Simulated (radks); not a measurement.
The numbers below are computed, except where a source is named.
Question: These are the eigenvalues of the occupied orbitals of an atom or ion with whole-number occupations (hartree). Level of theory: non-relativistic Kohn-Sham, PBE, spin-polarised, spherical densities, point nucleus (a radial shooting solver on a logarithmic mesh with Libxc functionals).

| orbital | eigenvalue |
|---|---|
| 1s up | -2832.114 |
| 1s down | -2832.113 |
| 2s up | -477.8289 |
| 2s down | -477.8148 |
| 2p up | -459.9886 |
| 2p down | -459.9774 |
| 3s up | -115.1822 |
| 3s down | -115.1760 |
| 3p up | -106.7213 |
| 3p down | -106.7149 |
| 3d up | -90.93630 |
| 3d down | -90.92637 |
| 4s up | -27.10703 |
| 4s down | -27.09586 |
| 4p up | -23.41381 |
| 4p down | -23.40174 |
| 4d up | -16.60590 |
| 4d down | -16.59129 |
| 4f up | -7.41363 |
| 4f down | -7.39557 |
| 5s up | -6.34286 |
| 5s down | -6.25143 |
| 5p up | -5.10320 |
| 5p down | -5.00673 |
| 5d up | -3.06674 |
| 5d down | -2.96347 |
| 6p up | -1.75167 |

Which element is it, and in what charge state? The configuration may be excited. Open shells, if any, are filled with parallel spins first.

Answer: Z = 81, thallium, charge +5: Tl5+ in [Xe] 4f14 5d7 6p1. The list shows which subshells hold electrons but not how many an open one holds; the 1s level, -2832.1 hartree, gives Z - s = 75.3 by -(Z - s)^2/2, which with screening narrows Z to a few neighbours, and the depths of the outer levels then fix element, charge and occupations together.
